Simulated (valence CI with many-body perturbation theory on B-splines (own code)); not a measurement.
E1 line list for Kr³⁺

Calculated by relativistic CI+MBPT: five valence electrons over a frozen Dirac-Fock core [Ar] 3d10, a basis of 9 s, 9 p, 8 d, 6 f, 3 g, 1 h functions for each j, with the one-electron correlation potential Σ1 (screened to all orders), the two-electron term Σ2, the three-electron term Σ3, Breit, model QED; selected single and double excitations, second order for the rest, scaled by the run's own slope (own B-spline code, finite nucleus).

Set against measurement, 41 paired levels are off by 172 cm⁻¹ on average, the worst by 331. These come from a selection out of Saloman, J. Phys. Chem. Ref. Data 36, 215 (2007). Levels without a partner in it may be off by more. Among the levels kept, up to 1300 cm⁻¹ of a level comes from second order outside the variational space, and about a tenth of that is noise between levels of different J, which matters for small intervals. 2 measured levels below the end of the list, from 202373 cm⁻¹ on, found no clear computed partner, and computed levels of the same name lie up to 1986 cm⁻¹ from them.

Lines 151 to 174 of 174 in falling wavelength, among levels below 236682 cm⁻¹, chosen from the strongest by gf and those to the six lowest levels. Wavelengths and rates use the calculated energies, so an error of 200 cm⁻¹ moves a line at 485.6 Å by 0.097 % and its rate by three times that or more. Electric multipoles are in the length gauge, E1 and E2 with the static RPA response of the core. Weak lines are less certain than strong ones. Lines between different terms over intervals too small for the method are left out, as are lines whose strength nearly cancels. The highest levels of a list are the least certain.

Names give the largest LS component (configuration and term), which can be under half, so a name can repeat, a term be missing and a line seem to break the LS rules; names also repeat where a configuration has a term twice. Letters in brackets count levels of one name in rising energy.

| λ vac (Å) | λ from measured levels | Upper | Lower | A (s⁻¹) | S (a.u.) with core polarisation | S without |
| --- | --- | --- | --- | --- | --- | --- |
| 485.6 | 485.4 | 4s2 4p2 5s 2D_3/2 | 4s2 4p3 2D°_3/2 | 1.02e+09 | 2.31e-01 | 2.86e-01 |
| 485.0 | 484.8 | 4s2 4p2 5s 2D_5/2 | 4s2 4p3 2D°_3/2 | 5.21e+08 | 1.76e-01 | 1.68e-01 |
| 482.3 |  | 4s2 4p2 5s 2P_1/2 | 4s2 4p3 4S°_3/2 | 2.99e+08 | 3.32e-02 | 3.73e-02 |
| 481.6 | 481.7 | 4s2 4p2 4d 2D_3/2 [a] | 4s2 4p3 4S°_3/2 | 1.55e+09 | 3.41e-01 | 3.70e-01 |
| 480.8 | 480.6 | 4s2 4p2 5s 4P_5/2 | 4s2 4p3 4S°_3/2 | 4.35e+07 | 1.43e-02 | 5.02e-03 |
| 480.1 | 480.2 | 4s2 4p2 4d 2P_3/2 [b] | 4s2 4p3 2D°_3/2 | 2.39e+06 | 5.22e-04 | 1.55e-03 |
| 475.2 | 475.4 | 4s2 4p2 4d 2P_1/2 [b] | 4s2 4p3 4S°_3/2 | 7.20e+08 | 7.62e-02 | 8.23e-02 |
| 474.8 |  | 4s2 4p2 4d 2S_1/2 | 4s2 4p3 2D°_3/2 | 1.04e+09 | 1.10e-01 | 1.14e-01 |
| 472.6 | 472.4 | 4s2 4p2 5s 2P_3/2 | 4s2 4p3 4S°_3/2 | 6.48e+07 | 1.35e-02 | 1.52e-02 |
| 471.9 | 472.0 | 4s2 4p2 4d 2D_5/2 [a] | 4s2 4p3 4S°_3/2 | 4.15e+08 | 1.29e-01 | 1.33e-01 |
| 468.8 | 469.0 | 4s2 4p2 4d 2D_5/2 [c] | 4s2 4p3 2D°_5/2 | 1.17e+08 | 3.58e-02 | 3.34e-02 |
| 466.9 | 467.1 | 4s2 4p2 4d 2D_3/2 [c] | 4s2 4p3 2D°_5/2 | 1.71e+04 | 3.44e-06 | 1.22e-06 |
| 465.2 | 465.3 | 4s2 4p2 4d 2D_5/2 [c] | 4s2 4p3 2D°_3/2 | 2.93e+07 | 8.72e-03 | 9.55e-03 |
| 463.3 | 463.5 | 4s2 4p2 4d 2D_3/2 [c] | 4s2 4p3 2D°_3/2 | 1.82e+07 | 3.57e-03 | 4.48e-03 |
| 459.9 | 459.9 | 4s2 4p2 4d 2D_5/2 [b] | 4s2 4p3 4S°_3/2 | 1.58e+07 | 4.54e-03 | 5.97e-03 |
| 459.6 | 459.6 | 4s2 4p2 4d 2D_3/2 [b] | 4s2 4p3 4S°_3/2 | 2.40e+07 | 4.61e-03 | 5.31e-03 |
| 454.2 | 454.6 | 4s2 4p2 4d 2F_5/2 [b] | 4s2 4p3 4S°_3/2 | 3.89e+06 | 1.08e-03 | 9.98e-04 |
| 449.9 |  | 4s2 4p2 4d 2P_1/2 [c] | 4s2 4p3 4S°_3/2 | 3.98e+06 | 3.58e-04 | 3.54e-04 |
| 448.3 | 448.4 | 4s2 4p2 5s 2D_3/2 | 4s2 4p3 4S°_3/2 | 1.73e+04 | 3.09e-06 | 5.46e-07 |
| 447.8 | 447.8 | 4s2 4p2 5s 2D_5/2 | 4s2 4p3 4S°_3/2 | 9.18e+06 | 2.44e-03 | 2.09e-03 |
| 443.6 | 443.9 | 4s2 4p2 4d 2P_3/2 [b] | 4s2 4p3 4S°_3/2 | 5.24e+05 | 9.03e-05 | 1.10e-04 |
| 439.1 |  | 4s2 4p2 4d 2S_1/2 | 4s2 4p3 4S°_3/2 | 1.91e+07 | 1.60e-03 | 1.67e-03 |
| 430.8 | 431.1 | 4s2 4p2 4d 2D_5/2 [c] | 4s2 4p3 4S°_3/2 | 1.08e+07 | 2.56e-03 | 2.60e-03 |
| 429.3 | 429.5 | 4s2 4p2 4d 2D_3/2 [c] | 4s2 4p3 4S°_3/2 | 2.02e+06 | 3.16e-04 | 3.24e-04 |
